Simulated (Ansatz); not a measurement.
A structure relaxed at PBE0-D4/def2-SVP in Ansatz, charge 0, singlet:

Cartesian coordinates in Å:
```
Ca 1.1398 2.3656 -0.1667
Ca -2.3637 1.9244 -0.7937
Ca -3.0232 -1.5371 0.1559
Ca 0.5643 -2.7207 0.7012
Ca 0.4310 0.4509 -3.0513
Ca 2.7686 -0.0948 1.9947
Ca -0.8248 0.4103 2.4035
Si -0.5290 -0.3262 -0.4793
Si 1.8370 -0.4726 -0.7643
```

(1) Give its formula.

(2) Summarise the bond lengths by kind (pairs closer than 1.2 times the sum of covalent radii, bridged metal pairs left out).

## Answers

(1) Ca7Si2.

(2) 12 × Ca–Ca 3.53 to 3.88 Å; 10 × Ca–Si 2.84 to 3.18 Å; 1 × Si–Si 2.39 Å.

The restricted singlet is unstable towards broken spin symmetry at other levels; at PBE0-D4/def2-SVP this wasn't settled. The structure comes from a short search, and lower isomers may exist.
